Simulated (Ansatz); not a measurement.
Cost and result for the atomization energy of C2H6NOSb (`[CH3][Sb]1[NH]C[O]1`) (11 atoms, 11 bonds).

Cartesian coordinates in Å:
```
C -0.459 -0.517 1.800
Sb 0.820 0.877 0.791
N -0.376 1.054 -0.872
C 0.368 -0.042 -1.513
O 1.438 -0.373 -0.632
H -1.169 0.029 2.425
H -0.998 -1.106 1.059
H 0.138 -1.172 2.438
H -0.237 1.929 -1.362
H 0.755 0.239 -2.500
H -0.281 -0.919 -1.634
```

Total charge 0; spin multiplicity 1. Correlated methods include outer-core shells of Sb, which these sets cover unevenly. Sb takes the def2 core potential. The structure was optimised at the PBE0-D4/def2-TZVP level. Program: Ansatz. All runs use 4 threads of an Arm Neoverse V2 on a shared host. Times are those of one run each, without the atoms' runs, and a repeat can differ threefold. Electronic energies, without spin–orbit coupling; frozen cores. CCSD(T)/CBS adds CCSD(T) − MP2 in def2-TZVPP to the MP2 limit, and its time is that of the two runs behind it. T1 = 0.014. With those shells the extrapolation isn't a true limit. B3LYP takes the VWN-RPA correlation (the form of Gaussian; ORCA's B3LYP/G).

CCSD(T)/CBS is a level of theory with its own doubt, some kJ/mol a heavy atom from the limit and from the frozen cores, so smaller differences don't rank the functionals.

| level | functions | wall time |
| --- | --- | --- |
| PBE-D4/def2-TZVPP (with forces) | 258 | 2.4 s |
| PBE0-D4/def2-TZVPP | 258 | 2.6 s |
| B3LYP-D4/def2-TZVPP (with forces) | 258 | 4.1 s |
| r2SCAN-D4/def2-TZVPP (with forces) | 258 | 4.5 s |
| B2PLYP/def2-TZVPP | 258 | 5.5 s |
| ωB97X-V/def2-TZVPP | 258 | 7.5 s |
| ωB97M-V/def2-TZVPP (with forces) | 258 | 11 s |
| MP2/def2-QZVPP | 490 | 21 s |
| CCSD(T)/def2-TZVPP | 258 | 4.4 min |
| CCSD(T)/CBS(def2) | – | 4.7 min |

**Question.** What atomization energy does each give, and how far from CCSD(T)/CBS? (An estimate is asked.)

**Answer.** Computed: 
```json
{"level": "PBE-D4/def2-TZVPP (with forces)", "atomization (kJ/mol)": "4040.3", "difference from CCSD(T)/CBS": "109.6", "per bond": "10.0"}
{"level": "PBE0-D4/def2-TZVPP", "atomization (kJ/mol)": "3921.6", "difference from CCSD(T)/CBS": "-9.1", "per bond": "-0.8"}
{"level": "B3LYP-D4/def2-TZVPP (with forces)", "atomization (kJ/mol)": "3927.0", "difference from CCSD(T)/CBS": "-3.7", "per bond": "-0.3"}
{"level": "r2SCAN-D4/def2-TZVPP (with forces)", "atomization (kJ/mol)": "3908.0", "difference from CCSD(T)/CBS": "-22.7", "per bond": "-2.1"}
{"level": "B2PLYP/def2-TZVPP", "atomization (kJ/mol)": "3869.5", "difference from CCSD(T)/CBS": "-61.2", "per bond": "-5.6"}
{"level": "ωB97X-V/def2-TZVPP", "atomization (kJ/mol)": "3946.0", "difference from CCSD(T)/CBS": "15.3", "per bond": "1.4"}
{"level": "ωB97M-V/def2-TZVPP (with forces)", "atomization (kJ/mol)": "3922.9", "difference from CCSD(T)/CBS": "-7.8", "per bond": "-0.7"}
{"level": "MP2/def2-QZVPP", "atomization (kJ/mol)": "3936.0", "difference from CCSD(T)/CBS": "5.3", "per bond": "0.5"}
{"level": "CCSD(T)/def2-TZVPP", "atomization (kJ/mol)": "3791.5", "difference from CCSD(T)/CBS": "-139.2", "per bond": "-12.7"}
{"level": "CCSD(T)/CBS(def2)", "atomization (kJ/mol)": "3930.7", "difference from CCSD(T)/CBS": "0.0", "per bond": "0.0"}
```

The D4 term adds +42.2 kJ/mol with B3LYP and +21.8 kJ/mol with PBE0; it sums over pairs of atoms, weighted by their polarisabilities, and B3LYP, whose exchange is more repulsive, gets the larger term. In def2-TZVPP, CCSD(T) changes the Hartree–Fock value by +1218.8 kJ/mol (the triples alone add +81.1 kJ/mol) and MP2 by +1279.1 kJ/mol; breaking electron pairs costs correlation energy, which Hartree–Fock lacks. From PBE to PBE0 (25 % exact exchange), in def2-TZVPP and without D4, the atomization energy moves by −114.5 kJ/mol: exact exchange takes away binding that semilocal exchange gives to molecules.
